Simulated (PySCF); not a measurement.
**Tl⁶⁴⁺: ionisation energy**

Tl⁶⁴⁺ [Ne] 3s2 3p5 (2P) → Tl⁶⁵⁺ [Ne] 3s2 3p4 (3P), as a difference of total energies. Calculation: PySCF 2.14, in an uncontracted even-tempered set (17 s from 18 bohr⁻², ratio 2.5; 12 p from 24 bohr⁻², ratio 2.5; 4 d from 97 bohr⁻², ratio 2.7; 4 f from 150 bohr⁻², ratio 2.7); the spin-free X2C one-electron Hamiltonian (Gaussian nucleus). Correlated levels: outer shells: 1s2 frozen; virtual orbitals above 40 to 60 times the deepest correlated orbital energy dropped. The calculations carry no spin-orbit coupling.

| method | ionisation energy (eV) |
| --- | --- |
| UHF | 7447.7 |
| LDA | 7449.3 |
| PBE | 7450.6 |
| PBE0 | 7450.4 |
| r2SCAN | 7451.2 |
| M06-2X | 7451.2 |
| revPBE | 7450.5 |
| MP2 (outer shells) | 7449.0 |
| SCS-MP2 (outer shells) | 7448.9 |

Spin-orbit coupling is strong in these open shells (close to jj coupling). The scalar numbers leave it out and a first-order estimate fails, so it can dominate the gap to the real levels.

Breit and QED terms and the two-electron picture change are absent.

For comparison: 7281 ± 24 eV (theoretical estimate listed by NIST; NIST Atomic Spectra Database, ionization energies).
